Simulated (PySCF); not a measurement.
## Correlation energy of F (fluorine, neutral)

[He] 2s1 2p6, 2S determinant (an excited configuration). Calculation: PySCF 2.14, in x2c-QZVPPall with one added diffuse shell each of s, p, d, f type (8s5p4d3f1g, 73 functions); the spin-free X2C one-electron Hamiltonian (Gaussian nucleus). Frozen: nothing; 9 electrons correlated.

```tsv
level	correlation energy (mhartree)
CCSD	-363.30
(T)	-53.38
CCSD(T)	-416.68
```

Diagnostics: T1 = 0.031, D1 = 0.1265, largest double amplitude 0.333.

T1 exceeds 0.03, a sign that the reference determinant is poor. A double-excitation amplitude exceeds 0.15, a sign of near-degeneracy.

Cost of the coupled-cluster step: roughly 40 core-seconds, for 9 correlated electrons.

Iterations:

```
CC2 = 0
CCSD nocc = (np.int64(5), np.int64(4)), nmo = (73, 73)
frozen orbitals [[], []]
max_cycle = 100
direct = 0
conv_tol = 1e-08
conv_tol_normt = 1e-06
diis_space = 8
diis_start_cycle = 0
Init t2, MP2 energy = -0.323069942402905
Init E_corr(UCCSD) = -0.323069942405532
cycle = 1  E_corr(UCCSD) = -0.331516474994424  dE = -0.00844653259  norm(t1,t2) = 0.0714818
cycle = 2  E_corr(UCCSD) = -0.341271363891849  dE = -0.0097548889  norm(t1,t2) = 0.0476832
cycle = 3  E_corr(UCCSD) = -0.350127359544453  dE = -0.00885599565  norm(t1,t2) = 0.0368412
cycle = 4  E_corr(UCCSD) = -0.354324942358439  dE = -0.00419758281  norm(t1,t2) = 0.0255171
cycle = 5  E_corr(UCCSD) = -0.355676520076797  dE = -0.00135157772  norm(t1,t2) = 0.0215988
cycle = 6  E_corr(UCCSD) = -0.358258121899353  dE = -0.00258160182  norm(t1,t2) = 0.0177576
cycle = 7  E_corr(UCCSD) = -0.362477565183056  dE = -0.00421944328  norm(t1,t2) = 0.0129715
cycle = 8  E_corr(UCCSD) = -0.362348945072513  dE = 0.000128620111  norm(t1,t2) = 0.00471615
cycle = 9  E_corr(UCCSD) = -0.363438318840015  dE = -0.00108937377  norm(t1,t2) = 0.00247268
cycle = 10  E_corr(UCCSD) = -0.363265871514036  dE = 0.000172447326  norm(t1,t2) = 0.000606471
cycle = 11  E_corr(UCCSD) = -0.363299318100663  dE = -3.34465866e-05  norm(t1,t2) = 0.000200101
cycle = 12  E_corr(UCCSD) = -0.363304598699375  dE = -5.28059871e-06  norm(t1,t2) = 6.48956e-05
cycle = 13  E_corr(UCCSD) = -0.363301707694835  dE = 2.89100454e-06  norm(t1,t2) = 7.90371e-05
cycle = 14  E_corr(UCCSD) = -0.363303027916299  dE = -1.32022146e-06  norm(t1,t2) = 1.64328e-05
cycle = 15  E_corr(UCCSD) = -0.363302897768783  dE = 1.30147516e-07  norm(t1,t2) = 3.87609e-06
cycle = 16  E_corr(UCCSD) = -0.363303035214581  dE = -1.37445799e-07  norm(t1,t2) = 1.30138e-06
cycle = 17  E_corr(UCCSD) = -0.363303089305308  dE = -5.40907268e-08  norm(t1,t2) = 4.27636e-07
cycle = 18  E_corr(UCCSD) = -0.36330306166581  dE = 2.76394979e-08  norm(t1,t2) = 1.51434e-07
cycle = 19  E_corr(UCCSD) = -0.363303063407443  dE = -1.74163228e-09  norm(t1,t2) = 5.96215e-08
UCCSD converged
E(UCCSD) = -98.98622505233496  E_corr = -0.3633030634074427
UCCSD(T) correction = -0.0533813060977309
```

This basis was not built for core-valence correlation, so the inner-shell part is incomplete.
